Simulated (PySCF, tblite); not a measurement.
One entry of a table of gas-phase calculations, keyed by method. Lists by class give the value and the number of equivalent atoms.

```json
{
 "formula": "C4H8F3OS",
 "smiles": "C[S+](C)COC(F)(F)F",
 "inchi": "InChI=1S/C4H8F3OS/c1-9(2)3-8-4(5,6)7/h3H2,1-2H3/q+1",
 "charge": 1,
 "multiplicity": 1,
 "geometry_level": "GFN2-xTB",
 "atoms_angstrom": [
  ["C", -2.0, 1.203, 0.362],
  ["S", -0.457, 0.403, 0.863],
  ["C", -1.003, -1.306, 1.058],
  ["C", 0.355, 0.251, -0.815],
  ["O", 1.414, -0.653, -0.738],
  ["C", 2.6, -0.169, -0.3],
  ["F", 3.48, -1.132, -0.297],
  ["F", 3.035, 0.841, -1.042],
  ["F", 2.476, 0.308, 0.952],
  ["H", -2.667, 1.208, 1.221],
  ["H", -2.466, 0.68, -0.466],
  ["H", -1.783, 2.231, 0.087],
  ["H", -1.674, -1.596, 0.255],
  ["H", -0.122, -1.944, 1.059],
  ["H", -1.504, -1.394, 2.019],
  ["H", 0.671, 1.253, -1.125],
  ["H", -0.362, -0.172, -1.521]
 ],
 "electronic_structure_code": "PySCF",
 "results": {
  "GFN2-xTB geometry": {
   "point_group": "C1",
   "rotational_constants_GHz": [2.851, 0.775, 0.726]
  },
  "PBE0/def2-SVPD ground state and vertical TDDFT (core frozen in the response)": {
   "homo_eV": -14.24,
   "lumo_eV": -5.34,
   "S1_eV": 7.65,
   "strongest_line_of_6_singlets_eV": 7.87,
   "T1_tda_eV": 6.43,
   "polarisability_au": 71.8,
   "r2_bohr2_about_centre_of_nuclear_charge": 1565.4,
   "singlets_eV_and_f": [
    [7.65, 0.077],
    [7.87, 0.092],
    [8.21, 0.017],
    [8.78, 0.042],
    [9.01, 0.012],
    [9.03, 0.006]
   ],
   "triplets_tda_eV": [6.43, 6.98]
  },
  "PBE0/pcSseg-1 ground state and GIAO shieldings, non-relativistic": {
   "shift_vs_computed_TMS_C_by_class_ppm": [
    [130.1, 1],
    [85.0, 1],
    [28.8, 2]
   ],
   "shift_vs_computed_TMS_H_by_class_ppm": [
    [5.44, 2],
    [3.0, 6]
   ],
   "shielding_other_nuclei_by_class_ppm": [
    ["O", 212.1, 1],
    ["F", 248.0, 3],
    ["S", 434.9, 1]
   ],
   "charges_hirshfeld_e_by_atom": [-0.07, 0.39, -0.07, 0.04, -0.11, 0.33, -0.05, -0.06, -0.09, 0.09, 0.08, 0.09, 0.08, 0.08, 0.09, 0.08, 0.09]
  },
  "GFN2-xTB harmonic vibrations, gas phase": {
   "strongest_ir_bands_cm-1_km_per_mol_modes": [
    [1039.5, 332.8, 1],
    [1085.3, 81.4, 1],
    [1098.1, 487.9, 1],
    [1187.9, 274.6, 1],
    [1206.9, 259.9, 1],
    [1236.1, 52.3, 1]
   ],
   "zpe_kcal_per_mol": 74.9
  }
 }
}
```

The principal polarisabilities are 59.4, 70.5 and 85.4 au; their mean is the isotropic value. The rotational constants make it an asymmetric top with κ = (2B − A − C)/(A − C) = -0.95, nearer the prolate limit (−1). The vertical singlet–triplet gap S1 − T1 is 1.22 eV (TDDFT singlet less Tamm–Dancoff triplet; S1: HOMO→LUMO, weight 0.67; T1: HOMO→LUMO, weight 0.86).

 NMR classes are plain means over equivalent atoms (diastereotopic ones count apart unless rotation or inversion swaps them), as if these changed places fast; in this geometry the members of some classes differ.

The values belong to the conformer `[CH3:1][S+:2]([CH3:3])[CH2:4][O:5][C:6]([F:7])([F:8])[F:9]`: C1–S2–C4–O5 -164°, S2–C4–O5–C6 -84°, C4–O5–C6–F7 180°.
